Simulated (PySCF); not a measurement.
Gas-phase reaction: GeF₃ + 3 HF = GeH₃ + 3 F₂, at 800 K and a standard pressure of 1 bar. Level: r2SCAN/def2-TZVP†.

Method: PySCF energies plus ideal-gas RRHO corrections (1 bar). † marks an energy on the PBE0/def2-TZVP geometry and frequencies. Open shells (unrestricted): GeF₃ (multiplicity 2), GeH₃ (multiplicity 2); the rest are closed-shell singlets. Ge: all electrons, no relativistic terms. GeF₃, GeH₃: computed as isolated molecules; such fragments, hydroxides, amides, oligomers or adducts are transient or little studied in the gas. The harmonic model lacks anharmonicity and excited electronic states, which grow with temperature; levels with a mode under 35 cm⁻¹ are left out.

```csv
species,E (Ha),H(800 K) − E (kJ/mol),S°(800 K) (J/mol/K)
GeF₃,-2376.62065,69.5,372.8
HF,-100.44449,48.1,202.4
GeH₃,-2078.73539,90.0,280.5
F₂,-199.51716,32.0,234.3
```
E: electronic energy; H − E holds the zero-point and thermal terms. 1 Ha = 2625.5 kJ/mol.

Question: Work out ΔH°, ΔS°, ΔG° and log10 K from these numbers.

Answer: 1. ΔE = 1×(-2078.73539) + 3×(-199.51716) − 1×(-2376.62065) − 3×(-100.44449) = 0.66725 Ha = 1751.9 kJ.
2. Δ(H − E) = 1×(90.0) + 3×(32.0) − 1×(69.5) − 3×(48.1) = -27.8 kJ, so ΔH° = 1724.1 kJ.
3. ΔS° = 1×(280.5) + 3×(234.3) − 1×(372.8) − 3×(202.4) = 3.4 J/K; the number of gas molecules stays the same.
4. ΔG° = ΔH° − TΔS° = 1724.1 − 800×(3.4)/1000 = 1721.4 kJ.
5. log10 K = −ΔG°/(RT ln 10) = -112.36, with RT ln 10 = 15.32 kJ/mol; at standard pressures the reactants are favoured.
6. A shift of 10 kJ in ΔE would move log10 K by 0.65 here.
For scale, ΔH°(298 K) is 1729 kJ at this level, 1744 kJ at ωB97M-V/def2-TZVP†, and runs from 1415 to 1881 kJ over the 20 levels computed.
